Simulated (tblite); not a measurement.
Run record: tight-binding relaxation, `FC1=C/C[Se]\C=C/C=C\1`.

Computed with GFN2-xTB geometry optimisation, gas phase (tblite 0.8.0). Start geometry: from a force field or distance geometry. A driver script takes a list of jobs; this job's settings line and coordinates (Å) are shown.

Command:
```bash
OMP_NUM_THREADS=1 python probes_run.py task.json out
```

Input:
```
{"job": {"kind": "relax", "xc": "GFN2-xTB", "basis": "xTB"}, "charge": 0, "multiplicity": 1}
F      0.508400     2.839200    -0.713300
C      0.312400     1.590300    -0.189300
C      1.470200     0.929400    -0.086300
C      2.033600    -0.335500     0.328500
Se     1.277200    -1.868400    -0.592700
C     -0.600000    -2.011600    -0.397200
C     -1.588400    -1.189500    -0.114600
C     -1.826300     0.195700     0.193700
C     -1.062400     1.268300     0.157200
H      2.255100     1.587400    -0.469500
H      2.020000    -0.487600     1.449400
H      3.111500    -0.342000     0.084500
H     -0.949200    -3.035800    -0.541200
H     -2.518200    -1.751800    -0.106100
H     -2.842500     0.438000     0.513700
H     -1.608900     2.182800     0.472000
```

Output:
```
step      E/eV     max force
  0    -717.12793    2.765
  1    -717.29143    1.689
  2    -717.37302    0.776
  3    -717.45638    0.787
  4    -717.50191    0.659
  5    -717.53051    0.543
  6    -717.55343    0.419
  7    -717.57424    0.389
  8    -717.58548    0.317
  9    -717.59388    0.262
... (69 lines left out)
 79    -717.83510    0.034
 80    -717.83582    0.032
 81    -717.83597    0.029
 82    -717.83611    0.027
 83    -717.83621    0.024
 84    -717.83628    0.021
 85    -717.83633    0.015
 86    -717.83637    0.013
 87    -717.83639    0.011
 88    -717.83641    0.010
```

«max force» is the largest atomic force in eV/Å.

Task: From which step on does the largest force stay under 0.1 eV/Å, and how much energy is left to gain from there?

Result: From step 78 (0.044 eV/Å), 1.6 meV above the end.

In short: energy lowered by 16.3 kcal/mol over 88 steps; largest atomic force 0.010 eV/Å at the end.

Task: Where do the atoms end?

Result: 0.456 Å rms from the input after alignment:
```
atom  x, y, z in Å
F1     0.2891    2.7723   -1.0660
C2     0.3409    1.5950   -0.3860
C3     1.5165    0.9705   -0.3192
C4     1.7284   -0.2550    0.4653
Se5    1.3969   -1.9074   -0.6007
C6    -0.4747   -1.9753   -0.5685
C7    -1.4581   -1.1730   -0.1325
C8    -1.5682    0.1452    0.4513
C9    -0.8939    1.2974    0.3071
H10    2.3538    1.3750   -0.8687
H11    1.0416   -0.3343    1.3081
H12    2.7612   -0.3466    0.8003
H13   -0.7725   -2.9419   -0.9619
H14   -2.4409   -1.6325   -0.2034
H15   -2.4802    0.2318    1.0345
H16   -1.3475    2.1878    0.7289
```

Hardware: an Arm Neoverse V2 with one thread (shared host). Cost: 0.52 s.
Labels such as C1 count atoms from 1, the log's own numbers from 0.
